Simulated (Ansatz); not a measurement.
**Molecular dynamics of C₃H₇B₂Cl**

Input:

```yaml
crystal:
  periodic: [false, false, false]
  atoms:
    - { symbol: B, position_ang: [-1.418476, -1.25989, -0.158427] }
    - { symbol: C, position_ang: [-0.092095, -0.421456, -0.065368] }
    - { symbol: C, position_ang: [1.302879, -0.961881, -0.197103] }
    - { symbol: C, position_ang: [-0.382036, 0.895493, 0.158854] }
    - { symbol: B, position_ang: [0.340945, 2.199298, 0.348559] }
    - { symbol: Cl, position_ang: [-2.355532, 0.900727, 0.225159] }
    - { symbol: H, position_ang: [-1.800904, -1.875245, 0.804843] }
    - { symbol: H, position_ang: [-1.867381, -1.537623, -1.242084] }
    - { symbol: H, position_ang: [2.072975, -0.179501, -0.11531] }
    - { symbol: H, position_ang: [1.417906, -1.476612, -1.16885] }
    - { symbol: H, position_ang: [1.485651, -1.724048, 0.583177] }
    - { symbol: H, position_ang: [-0.230058, 3.236491, 0.538985] }
    - { symbol: H, position_ang: [1.546528, 2.169346, 0.302363] }
basis:
  gaussian: { orbitals: "6-31G" }
hamiltonian:
  xc: pbe
md:
  timestep: 0.5
  n_steps: 300
  ensemble: nve
  temperature: 100.0
  initial_velocities: maxwell_boltzmann
  seed: 363819
  masses: [{ species: H, mass: 2.014 }]
scf:
  lower_state_search: "off"
```

Command:

```bash
$ ansatz run input.yaml --threads 1 --pin off --max-ram 2048MiB --backend cpu --events-out ev --progress --plain --runs-dir out
```

It starts from a relaxed structure.

Output, in part (step lines, the closing report, with atoms numbered from 0):

```
md step     0: t =     0.00 fs  T =   100.0 K  F+E_penalty+E_count = -17084.97578141 eV  E_kin = 0.142186 eV  conserved = -17084.83359541 eV  (16 SCF iters)
md step     1: t =     0.50 fs  T =    99.0 K  F+E_penalty+E_count = -17084.97439509 eV  E_kin = 0.140812 eV  conserved = -17084.83358353 eV  (15 SCF iters)
md step     2: t =     1.00 fs  T =    96.2 K  F+E_penalty+E_count = -17084.97032318 eV  E_kin = 0.136769 eV  conserved = -17084.83355380 eV  (15 SCF iters)
md step     3: t =     1.50 fs  T =    91.8 K  F+E_penalty+E_count = -17084.96403024 eV  E_kin = 0.130519 eV  conserved = -17084.83351118 eV  (15 SCF iters)
md step     4: t =     2.00 fs  T =    86.3 K  F+E_penalty+E_count = -17084.95618835 eV  E_kin = 0.122726 eV  conserved = -17084.83346192 eV  (15 SCF iters)
md step     5: t =     2.50 fs  T =    80.3 K  F+E_penalty+E_count = -17084.94757860 eV  E_kin = 0.114166 eV  conserved = -17084.83341263 eV  (15 SCF iters)
md step     6: t =     3.00 fs  T =    74.3 K  F+E_penalty+E_count = -17084.93898644 eV  E_kin = 0.105617 eV  conserved = -17084.83336916 eV  (15 SCF iters)
md step     7: t =     3.50 fs  T =    68.8 K  F+E_penalty+E_count = -17084.93110507 eV  E_kin = 0.097769 eV  conserved = -17084.83333649 eV  (15 SCF iters)
[... lines left out ...]
md step   297: t =   148.50 fs  T =    48.6 K  F+E_penalty+E_count = -17084.90251972 eV  E_kin = 0.069032 eV  conserved = -17084.83348755 eV  (14 SCF iters)
md step   298: t =   149.00 fs  T =    49.1 K  F+E_penalty+E_count = -17084.90330398 eV  E_kin = 0.069817 eV  conserved = -17084.83348695 eV  (14 SCF iters)
md step   299: t =   149.50 fs  T =    48.9 K  F+E_penalty+E_count = -17084.90303802 eV  E_kin = 0.069567 eV  conserved = -17084.83347101 eV  (14 SCF iters)
md step   300: t =   150.00 fs  T =    48.2 K  F+E_penalty+E_count = -17084.90199171 eV  E_kin = 0.068550 eV  conserved = -17084.83344165 eV  (14 SCF iters)
Total energy: -17084.90202245 eV, -627.8585687626 hartree
Atom 0 at    -1.453537    -1.278709    -0.125151 Å, force     0.452724     0.210080     0.115515 eV/Å
Atom 1 at    -0.092354    -0.432875    -0.062003 Å, force     0.126585    -0.049610     0.201824 eV/Å
Atom 2 at     1.332093    -0.961522    -0.219715 Å, force    -0.578190     0.446091     0.569351 eV/Å
Atom 3 at    -0.370453     0.891589     0.183544 Å, force    -0.220353    -0.260188    -0.259748 eV/Å
Atom 4 at     0.329237     2.214762     0.341240 Å, force     0.207226    -0.132930     0.063566 eV/Å
Atom 5 at    -2.354415     0.908963     0.215313 Å, force    -0.009498    -0.104212     0.130122 eV/Å
Atom 6 at    -1.855821    -1.946785     0.804823 Å, force     0.199941     0.269203     0.022762 eV/Å
Atom 7 at    -1.934977    -1.543322    -1.185428 Å, force    -0.017390     0.000627    -0.327600 eV/Å
Atom 8 at     2.107511    -0.214697    -0.009491 Å, force    -0.051599     0.335699    -0.174147 eV/Å
Atom 9 at     1.482145    -1.369100    -1.217650 Å, force     0.024350    -0.201889    -0.479332 eV/Å
Atom 10 at     1.512086    -1.765181     0.498493 Å, force    -0.116343    -0.483848     0.180350 eV/Å
Atom 11 at    -0.235009     3.264578     0.519453 Å, force     0.055490    -0.168342    -0.049920 eV/Å
Atom 12 at     1.538404     2.149595     0.294447 Å, force    -0.072943     0.139318     0.007258 eV/Å
Dipole moment:     0.512767    -0.248079    -0.061980 e Å
```

The steps, from the saved trajectory:

| time (fs) | T (K) | potential energy less start (eV) | conserved less start (meV/atom) |
| --- | --- | --- | --- |
| 0.0 | 100 | 0.000 | 0.00 |
| 5.0 | 58 | 0.060 | 0.02 |
| 10.0 | 36 | 0.091 | 0.02 |
| 15.0 | 49 | 0.072 | 0.01 |
| 20.0 | 50 | 0.071 | 0.02 |
| 25.0 | 63 | 0.052 | 0.01 |
| 30.0 | 57 | 0.062 | 0.01 |
| 35.0 | 33 | 0.096 | 0.02 |
| 40.0 | 39 | 0.087 | 0.01 |
| 45.0 | 51 | 0.070 | 0.01 |
| 50.0 | 49 | 0.073 | 0.02 |
| 55.0 | 55 | 0.065 | 0.01 |
| 60.0 | 50 | 0.071 | 0.01 |
| 65.0 | 41 | 0.083 | 0.02 |
| 70.0 | 45 | 0.078 | 0.01 |
| 75.0 | 49 | 0.073 | 0.02 |
| 80.0 | 63 | 0.053 | 0.01 |
| 85.0 | 61 | 0.056 | 0.01 |
| 90.0 | 40 | 0.085 | 0.02 |
| 95.0 | 39 | 0.086 | 0.01 |
| 100.0 | 33 | 0.096 | 0.01 |
| 105.0 | 40 | 0.086 | 0.02 |
| 110.0 | 68 | 0.045 | 0.00 |
| 115.0 | 46 | 0.077 | 0.02 |
| 120.0 | 27 | 0.104 | 0.02 |
| 125.0 | 49 | 0.073 | 0.01 |
| 130.0 | 52 | 0.069 | 0.02 |
| 135.0 | 66 | 0.049 | 0.01 |
| 140.0 | 62 | 0.054 | 0.01 |
| 145.0 | 37 | 0.090 | 0.02 |
| 150.0 | 48 | 0.074 | 0.01 |

All steps were run. The conserved energy stayed within 0.025 meV per atom of its start (net change 0.012 meV per atom), so the integration is sound. The temperature averaged 0.49 of the 100 K drawn at the start: a run that starts near a minimum puts about half its kinetic energy into the potential. A run of 0.15 ps of so small a system gives no equilibrium averages. Limits of this set-up: no polarisation functions.

The same pairs are bonded in the first frame and the last. Pairs count as bonded within 1.25 times the sum of covalent radii (0.12 Å more for H–H).

Last frame:

```xyz
13
Properties=species:S:1:pos:R:3
B -1.454 -1.279 -0.125
C -0.092 -0.433 -0.062
C 1.332 -0.962 -0.220
C -0.370 0.892 0.183
B 0.329 2.215 0.341
Cl -2.354 0.909 0.215
H -1.856 -1.947 0.805
H -1.935 -1.543 -1.185
H 2.107 -0.215 -0.009
H 1.482 -1.369 -1.218
H 1.512 -1.765 0.498
H -0.235 3.265 0.519
H 1.538 2.150 0.294
```

Run time: 14 min on 1 thread of Arm Neoverse V2 (shared host), peak memory 0.12 GiB.
